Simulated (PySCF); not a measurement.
# Thallium: a sound run and one with changed settings

Sound run: Tl²⁺ [Xe] 4f14 5d10 6s1, Tl³⁺ [Xe] 4f14 5d10. All numbers are calculated (PySCF 2.14, a scalar-relativistic core potential, in def2-TZVP with the def2 core potential (60 electrons) (6s5p3d2f, 50 functions)). The sound run starts from symmetry-adapted Hartree-Fock orbitals and uses a fine grid where one is needed.

A second run was set up differently.

| species | method | sound run (hartree) | changed run (hartree) | converged |
| --- | --- | --- | --- | --- |
| Tl²⁺ | UHF | -170.65602 | -170.65602 | yes |
| Tl²⁺ | r2SCAN | -171.62942 | -171.69102 | yes |
| Tl²⁺ | TPSS | -171.50955 | -171.57196 | yes |
| Tl³⁺ | UHF | -169.62145 | -169.62145 | yes |
| Tl³⁺ | r2SCAN | -170.52261 | -170.57949 | yes |
| Tl³⁺ | TPSS | -170.40690 | -170.47105 | yes |

Ionisation energy of Tl²⁺:

```csv
method,sound run (eV),changed run (eV)
UHF,28.152,28.152
r2SCAN,30.118,30.246
TPSS,30.004,29.957
```

(1) What was changed?
A. radial grid too coarse
B. level shift left on
C. minimal basis
D. too few SCF iterations

Results:

(1) A. It used radial step 0.5 in ln r (0.13 in the sound run). A coarse radial grid mis-integrates the density and the exchange-correlation energy, with errors of either sign; Hartree-Fock needs no grid.
